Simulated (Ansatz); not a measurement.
Ideal-gas functions of C2H2FNOZn (`N=C1O[CH]1[Zn][F]`) at 400 K and 1 bar, from an Ansatz frequency run at PBE0-D4/def2-TZVP.

Molar mass 140.43 g/mol, point group C1 (symmetry number 1), electronic degeneracy 1, moments of inertia 57.295, 424.666, 453.195 u Å². Harmonic wavenumbers (cm⁻¹, unscaled): 84, 104, 178, 247, 428, 533, 615, 686, 723, 864, 973, 1071, 1133, 1212, 1251, 1943, 3132, 3506.

Use S(trans) = R[1.5 ln M + 2.5 ln T − 1.1517]; rotational temperatures θ = 24.2544 K / I; S(rot) = R[ln(√π/σ · √(T³/θAθBθC)) + 1.5]; for each mode x = 1.438777 ν̃/T, S = R[x/(eˣ − 1) − ln(1 − e⁻ˣ)] and H = RT x/(eˣ − 1); 1 cm⁻¹ = 0.0119627 kJ/mol; R = 8.31446 J/(mol·K).

**Question.** By hand: the entropy, in J/(mol·K).

**Answer.** Translation 176.6. Rotation: θ = 0.4233, 0.0571, 0.0535 K, giving 119.6. Vibration, mode by mode: 18.30, 16.54, 12.16, 9.57, 5.50, 4.07, 3.22, 2.64, 2.38, 1.59, 1.16, 0.87, 0.73, 0.58, 0.51, 0.06, 0.00, 0.00, in all 79.9. Electronic 0.0. Sum 376.1 J/(mol·K).

**Question.** By hand: H − E and G − E in kJ/mol, counted from the electronic energy.

**Answer.** Zero-point energy ½ × 18683 × 0.0119627 = 111.7; thermal vibration 16.6; translation, rotation and pV give 4 RT = 13.3. H − E = 141.6 kJ/mol, and G − E = 141.6 − 400 × 376.1/1000 = -8.8 kJ/mol.

Vibration gives 21 % of the entropy, 34.8 J/(mol·K) of it from the modes under 150 cm⁻¹: soft modes count most, and the harmonic formula is weakest for them. The sum counts one conformer and one mirror image; others add a mixing term.
